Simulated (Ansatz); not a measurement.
Program: Ansatz. Geometries: PBE0-D4/def2-TZVP. ΔE: electronic, gas phase. CBS: MP2 limit from def2 TZ/QZ plus the TZ coupled-cluster correction, frozen cores. This one scheme is used for every species. DFT in def2-TZVPP. For Ge outer-core shells are correlated without core-valence functions, which leaves a few kJ/mol of doubt a bond. Scalar relativity is left out up to krypton. Each species was taken in one conformer, which may not be the lowest.

`[OH][GeH2][SiH](O)Cl` + H₂ → `O[SiH](Cl)[GeH3]` + H₂O  (hydrogenolysis of a Ge–O bond)

`[OH][GeH2][SiH](O)Cl`:

Cartesian coordinates in Å:
```
O 0.256 0.828 1.534
Ge 0.316 -0.822 0.800
Si -0.230 -0.049 -1.392
O -0.051 1.568 -1.260
Cl -2.169 -0.587 -1.824
H 0.333 0.849 2.489
H -0.719 -1.722 1.502
H 1.726 -1.412 1.016
H 0.593 -0.537 -2.517
H -0.056 1.884 -0.346
```

H₂:

Cartesian coordinates in Å:
```
H -0.270 0.101 -0.236
H 0.270 -0.101 0.236
```

`O[SiH](Cl)[GeH3]`:

Cartesian coordinates in Å:
```
O -1.224 -0.626 1.564
Si -0.701 -0.742 0.016
Cl -2.180 -0.145 -1.296
Ge 1.195 0.629 -0.424
H -1.462 0.240 1.900
H -0.465 -2.185 -0.207
H 2.395 0.194 0.435
H 0.856 2.090 -0.083
H 1.587 0.545 -1.906
```

H₂O:

Cartesian coordinates in Å:
```
O -0.118 -0.188 0.320
H 0.697 -0.321 -0.169
H -0.580 0.509 -0.151
```

| level | ΔE (kJ/mol) |
| --- | --- |
| PBE0-D4 | -4.2 |
| ωB97X-V | 3.5 |
| B2PLYP | 2.3 |
| PBE0 | -7.6 |
| HF/def2-TZVPP | -9.6 |
| CCSD/def2-TZVPP | -3.3 |
| MP2/def2-QZVPP | 4.7 |
| MP2/CBS(def2) | 4.0 |

Problem. What does CCSD(T)/CBS give? (Best estimate.)

Solution. Ansatz gave: -1.6 kJ/mol. The listed levels differ from it by -2.6, 5.1, 3.9, -6.0, -8.0, -1.7, 6.3, 5.6 kJ/mol.

Largest T1 diagnostic among the species: 0.012.

From PBE to PBE0 (25 % exact exchange), in def2-TZVPP and without D4, ΔE moves by −4.8 kJ/mol. In def2-TZVPP, CCSD(T) changes the Hartree–Fock value by +10.2 kJ/mol (the triples alone add +4.0 kJ/mol) and MP2 by +15.8 kJ/mol.
